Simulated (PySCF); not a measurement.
silicon monosulfide anion (SSi), SMILES [Si]=S (connectivity only; charge and spin as stated), charge -1, multiplicity 2.

Geometry: PBE0-D3(BJ)/def2-TZVPD. The multiplicity is an assumed one; other spin states were not compared.

Calculation: PBE0-D3(BJ)/def2-TZVPD (PySCF).

Frequencies are harmonic and unscaled.

Computed harmonic wavenumbers and intensities:
```json
[
 {"mode": "1", "ν (cm⁻¹)": "621", "IR (km/mol)": "87.9", "moving atoms (share of kinetic energy)": "Si 53 %, S 47 %"}
]
```
